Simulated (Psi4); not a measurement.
C6H13Se (SMILES C[C](C)[Se]C(C)C), doublet, geometry from GFN2-xTB. Base run: Psi4 1.11 with PBE/STO-3G.

The Psi4 input:
```
memory 2 GB

molecule {
0 2
  C     1.94334219    1.38860268   -0.28773995
  C     1.42322403    0.00651753   -0.50497977
  C     2.38649126   -0.99508788   -1.05124756
  Se   -0.00060149   -0.65330231    0.51682119
  C    -1.38335435    0.78929006    0.18216666
  C    -1.61351398    0.92845503   -1.30871405
  C    -2.64246427    0.41004159    0.93881950
  H     2.32774314    1.79285652   -1.22564167
  H     1.17290821    2.05871070    0.08624706
  H     2.77241036    1.39072253    0.42794709
  H     1.91778393   -1.97371926   -1.13989268
  H     3.27770460   -1.09350350   -0.42338676
  H     2.72637396   -0.67825055   -2.03953179
  H    -0.96191735    1.71015034    0.59548622
  H    -0.67342400    1.11714705   -1.82478228
  H    -2.05044550    0.01609759   -1.71063780
  H    -2.29316886    1.75614836   -1.50741463
  H    -3.39696858    1.18656050    0.82046144
  H    -3.04757004   -0.52664462    0.55861293
  H    -2.43332870    0.28908892    2.00078327
}

set basis sto-3g
set reference uks

energy('pbe')
print_variables()
```

Each row names what was changed in the base input (with any setting that the change needs).

```json
[
 {"change": "base", "ΔE vs base (mEh)": "0.000", "SCF cycles": "10", "grid points": "418868", "basis functions": "61"},
 {"change": "damping_percentage = 20", "ΔE vs base (mEh)": "-0.001", "SCF cycles": "19", "grid points": "418868", "basis functions": "61"},
 {"change": "ints_tolerance = 1e-8", "ΔE vs base (mEh)": "0.000", "SCF cycles": "10", "grid points": "418868", "basis functions": "61"},
 {"change": "scf_type = cd", "ΔE vs base (mEh)": "3.077", "SCF cycles": "10", "grid points": "418868", "basis functions": "61"},
 {"change": "scf_type = pk", "ΔE vs base (mEh)": "3.606", "SCF cycles": "10", "grid points": "418868", "basis functions": "61"},
 {"change": "dft_spherical_points = 194", "ΔE vs base (mEh)": "0.112", "SCF cycles": "10", "grid points": "269348", "basis functions": "61"},
 {"change": "dft_radial_points = 35", "ΔE vs base (mEh)": "29.162", "SCF cycles": "10", "grid points": "199217", "basis functions": "61"},
 {"change": "df_basis_scf = cc-pvqz-jkfit", "ΔE vs base (mEh)": "1.159", "SCF cycles": "10", "grid points": "418868", "basis functions": "61"},
 {"change": "dft_spherical_points = 590", "ΔE vs base (mEh)": "0.007", "SCF cycles": "10", "grid points": "817018", "basis functions": "61"},
 {"change": "puream = false", "ΔE vs base (mEh)": "-761.4", "SCF cycles": "10", "grid points": "418868", "basis functions": "62"},
 {"change": "level_shift = 1.0", "ΔE vs base (mEh)": "0.000", "SCF cycles": "10", "grid points": "418868", "basis functions": "61"},
 {"change": "dft_nuclear_scheme = stratmann", "ΔE vs base (mEh)": "-0.002", "SCF cycles": "10", "grid points": "387909", "basis functions": "61"},
 {"change": "diis_max_vecs = 3", "ΔE vs base (mEh)": "0.000", "SCF cycles": "15", "grid points": "418868", "basis functions": "61"}
]
```

Open shells are given as the SCF converged; they aren't shown to be the lowest states, and a large step between rows can be another state.
